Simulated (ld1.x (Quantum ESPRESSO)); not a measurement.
bromine, TM: configuration errors across variants

| Property | Result |
| --- | --- |
| Element | bromine |
| Generator | ld1.x (Quantum ESPRESSO) 7.5 |
| Type | norm-conserving Troullier–Martins (Kleinman–Bylander form) |
| Functional | LDA (PZ) |
| Relativity | fully relativistic |
| Frozen core | [Ar] 3d10 |
| Valence charge | 7 |
| Reference configuration | 4s2 4p5 |
| Partial waves | 4p (bound): rc 1.50 bohr; 4d channel at 0.35 Ry: rc 1.30 bohr; 4s (bound): rc 1.30 bohr |
| Local potential | the s channel |
| Core correction | Bessel-smoothed model core inside 0.90 bohr |

Open shells are filled in proportion to 2j + 1 (rel_dist='average').

All-electron excitation energies from the reference (eV): (1) 4s2 4p4 12.714; (2) 4s2 4p3 35.664; (3) 4s2 4p2 69.893; (4) 4s1 4p6 12.408; (5) 4s1 4p5 25.746; (6) 4s2 4p4.5 5.153; (7) 4s2 4p5.3 -2.009.

A true bound ghost makes a file unfit for plane-wave use even where its test errors are small: the radial tests pick states by their node count and pass the ghost by.

Errors AE − PS in meV (a dash: test not solved or not reliable):

| change | (1) | (2) | (3) | (4) | (5) | (6) | (7) | bound ghosts |
| --- | --- | --- | --- | --- | --- | --- | --- | --- |
| base | +2.2 | +8.5 | +12 | -3.6 | +0.1 | +0.5 | +0.1 | d5/2, d3/2 |
| all radii but the core radius scaled by about 0.77 (s 1.00, p 1.14, d 1.00 bohr) | -43 | -125 | -190 | -66 | -171 | -13 | – | p3/2, p1/2 |
| all radii but the core radius scaled by about 0.83 (s 1.08, p 1.24, d 1.08 bohr) | +0.2 | +2.2 | +9.3 | -7.7 | -9.5 | +0.1 | -0.1 | p3/2, d3/2, d5/2 |
| all radii but the core radius scaled by about 0.93 (s 1.20, p 1.40, d 1.20 bohr) | +1.0 | +3.1 | +0.7 | -4.8 | -4.7 | +0.3 | +0.1 | p3/2, d5/2, d3/2 |
| all radii but the core radius scaled by about 1.08 (s 1.40, p 1.62, d 1.40 bohr) | +2.7 | +11 | +19 | -3.2 | +2.5 | +0.6 | +0.2 | d5/2, d3/2 |
| all radii but the core radius scaled by about 1.16 (s 1.50, p 1.74, d 1.50 bohr) | +2.5 | +10 | +17 | -3.1 | +2.0 | +0.6 | +0.2 | d5/2, d3/2 |
| all radii but the core radius scaled by about 1.23 (s 1.60, p 1.84, d 1.60 bohr) | +1.6 | +6.0 | +5.6 | -3.8 | -1.2 | +0.4 | +0.1 | d5/2, d3/2 |
| all radii but the core radius scaled by about 1.32 (s 1.72, p 1.98, d 1.72 bohr) | +0.2 | -1.2 | -12 | -5.8 | -7.8 | +0.2 | +0.1 | d5/2, d3/2, p3/2 |

(1) Give the same row for: all radii but the core radius scaled by about 1.39 (s 1.80, p 2.08, d 1.80 bohr).

Results:

(1) -2.5, -14, -40, -9.1, -20, -0.5, -0.1; bound ghosts: p3/2.
